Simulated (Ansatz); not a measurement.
Task: Name a neutral molecule of C, Cl, O, Si and H with size of the dipole moment (PBE/def2-TZVPP) between 1.70 and 2.00 D and LUMO energy (B3LYP/def2-TZVPP) between -0.45 and -0.15 eV (Ansatz, PBE0-D4/def2-TZVP geometry).

Result: `O[Si](O)(Cl)C[Si](O)(O)Cl` (1.73 D, -0.18 eV). Other molecules can fit too; these were computed, each in one conformer that needn't be the lowest.

B3LYP here is the variant with VWN-RPA as its local correlation; programs differ in this.
